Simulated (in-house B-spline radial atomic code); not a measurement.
Settings and results of a run for Ca III (Ca2+) (an excited or competing configuration). Method: scalar-relativistic (X2C) RPBE, spin-polarised, spherical fractional occupations, Fermi nucleus of rms radius 3.4776 fm. Calculated with a B-spline radial code for spherical atoms.

Command:
```bash
python run_scf.py task.json out
```
Settings (nuclear radius in fm, mass in u):
```
Z                20
configuration    [Ne] 3s1 3p6 4s1
hamiltonian      x2c
method           rpbe,pbe
spin_polarised   True
nucleus          fermi
rms_radius       3.4776
atomic_mass      39.96259
speed_of_light   137.035999084
```

Output (hartree, bohr):
```
 radial grid: 74 intervals, B-splines of order 8, outer radius 38.5185 bohr

 iter        energy (Eh)    residual
    1        -672.999967    3.67e-01
    2        -676.837123    1.98e-01
    3        -677.831928    5.90e-02
    4        -677.924384    1.87e-02
    5        -677.930357    6.52e-03
    6        -677.932153    1.03e-03
    7        -677.932157    1.81e-04
    8        -677.932157    1.53e-05
    9        -677.932157    1.00e-06
   10        -677.932157    4.95e-08

 total energy                      -677.93216
 kinetic                             683.2006
 electron-nucleus                  -1595.2389
 Hartree                             269.5672
 exchange-correlation                -35.4611

 orbital      occ     eigenvalue          <r>       <r^2>       <1/r>     <1/r^2>     <1/r^3>       r_max
 1s up      1.000      -146.0881    0.0765799  0.00790223     19.9124     829.489           -        0.05
 1s down    1.000      -146.0724    0.0765827  0.00790264     19.9114     829.405           -        0.05
 2s up      1.000       -16.2098     0.363676    0.156706      4.0743     72.3099           -      0.2997
 2s down    1.000       -16.1952     0.363612    0.156597     4.07374      72.276           -      0.2998
 2p up      3.000       -13.2791     0.327363    0.132608     3.95379      21.708      188.18      0.2466
 2p down    3.000       -13.2638     0.327268    0.132476     3.95395     21.7082     188.181      0.2466
 3s up      1.000        -2.6131      1.12332     1.44895     1.24718     10.1668           -      0.9809
 3p up      3.000        -1.8879      1.20847     1.70635     1.12817     2.85182     21.7141       1.025
 3p down    3.000        -1.8261      1.21604       1.729     1.12122     2.81988     21.4451        1.03
 4s up      1.000        -0.6540       3.0478     10.4506    0.433738     1.52551           -       2.766
```

Time taken, with all properties: 0.11 s on 1 thread of Arm Neoverse V2, with other jobs on the host.
